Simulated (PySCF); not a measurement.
C2H3, SMILES [CH2+][CH] (connectivity only; charge and spin as stated), charge +1, multiplicity 1.

Geometry optimised at B3LYP-D3(BJ)/def2-TZVP.

Method: PySCF with M06-2X/def2-TZVPD.

Gas-phase values at a fixed geometry.

| Item | Value |
|---|---|
| total energy | -77.56960 hartree |
| point group | C2v |
| highest occupied level | -18.24 eV |
| lowest empty level | -9.85 eV |
| orbital gap | 8.39 eV |
| dipole moment about the centre of nuclear charge | 0.64 D |
| mean static polarisability | 18.2 bohr³ (2.70 Å³) |
| polarisability, principal values | 13.5, 15.4, 25.8 bohr³ |
